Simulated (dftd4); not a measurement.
C₂H₆Be, triplet, geometry from GFN2-xTB (such geometries of metal compounds can be far from the true shape) (a higher spin typed on purpose: for a closed-shell molecule this is an excited state); D4 for wb97x run with dftd4 4.2.0.

Input for dftd4:
```
$ dftd4 mol.xyz --func wb97x --charge 0 --json dftd4.json --noedisp --grad

# file mol.xyz
9

Be    -0.59151348     0.70898352    -0.63341171
C      1.13439908     0.00718795    -0.73541342
H      1.28983714    -0.98386020    -0.33761048
H      1.76817134     0.71261334    -0.21642873
H      1.35997484     0.01618799    -1.79336085
C     -0.94778829    -0.23317345     0.93651902
H     -1.24309839    -1.23320178     0.65224027
H     -1.78919833     0.28921990     1.37213089
H     -0.13929735    -0.28098028     1.65004216
```

Output, abridged:

```
                    ____  _____ _____     ____  _  _
      -------------|  _ \|  ___|_   _|---|  _ \| || |------------
     |             | | | | |_    | | ___ | | | | || |_           |
     |             | |_| |  _|   | ||___|| |_| |__   _|          |
     |             |____/|_|     |_|     |____/   |_|            |
     |             ===================================           |
     |            E. Caldeweyher, S. Ehlert & S. Grimme          |
     |          Mulliken Center for Theoretical Chemistry        |
     |                    University of Bonn                     |
      -----------------------------------------------------------

Rational (Becke-Johnson) damping: wb97x-D4-ATM
---------------------
  s6         1.0000
  s8         0.5093
  s9         1.0000
  a1         0.0662
  a2         5.4487
 alp        16.0000
--------------------

Dispersion energy:      -7.7575852753011E-03 Eh

Gradient norm:           7.9792044349463E-04 Eh/a0
--------------------------------------------------
     #    Z           dE/dx      dE/dy      dE/dz
--------------------------------------------------
     1    4 Be   -2.374E-05  2.875E-05 -2.650E-05
     2    6 C     3.573E-04  1.029E-04 -3.512E-04
     3    1 H     1.384E-04 -1.946E-05 -7.581E-05
     4    1 H     1.308E-04  6.383E-06 -6.491E-05
     5    1 H     8.567E-05 -9.339E-06 -4.715E-05
     6    6 C    -4.329E-04 -9.616E-06  2.677E-04
     7    1 H    -1.035E-04 -4.521E-05  1.002E-04
     8    1 H    -5.750E-05 -2.215E-05  7.209E-05
     9    1 H    -9.454E-05 -3.230E-05  1.256E-04
--------------------------------------------------

Virial:
--------------------------------------------------
      component           x          y          z
--------------------------------------------------
          x       3.025E-03  3.452E-04 -2.238E-03
          y       3.452E-04  1.991E-04 -3.669E-04
          z      -2.238E-03 -3.669E-04  1.930E-03
--------------------------------------------------

[Info] Dispersion results written to 'dftd4.txt'
[Info] JSON dump of results written to 'dftd4.json'
```
